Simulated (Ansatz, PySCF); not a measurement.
B2O2, SMILES O=BB=O. Atoms are numbered in the order given.

```xyz
4

O      0.0000     0.0000    -2.0168
B      0.0000     0.0000    -0.8202
B      0.0000     0.0000     0.8202
O      0.0000     0.0000     2.0168
```
Charge 0, spin multiplicity 1.

Geometry optimised at PBE0-D3(BJ)/def2-TZVP. The values are those of a single conformer.

Vertical ionisation energy (IE) and electron affinity (EA) in eV. Rows of orbital energies are one-electron estimates. Where ΔSCF, EOM or ADC give a negative EA the extra electron is unbound and the value depends on the basis.

```
level                                                                      IE    EA
----------------------------------------------------------------------  -----  ----
−ε(HOMO), −ε(LUMO), M06-2X/def2-TZVPD (PySCF)                           12.56  1.52
−ε(HOMO), −ε(LUMO), PBE/def2-TZVPD (PySCF)                               9.47  3.36
ΔSCF, ωB97X-V/def2-SVPD (Ansatz), final states of multiplicity 2 and 2  13.89  0.16
ΔSCF, PBE/def2-SVPD (Ansatz), final states of multiplicity 2 and 2      13.22  0.23
```

Problem. What vertical singlet–triplet gap does ΔSCF give with ωB97X-V/def2-SVPD (Ansatz, an electronic-structure program) and with PBE/def2-SVPD (Ansatz)? (An estimate is asked for; the answer gives what the named calculation found.)

Solution. 6.42 and 5.73 eV (triplet above singlet where positive).
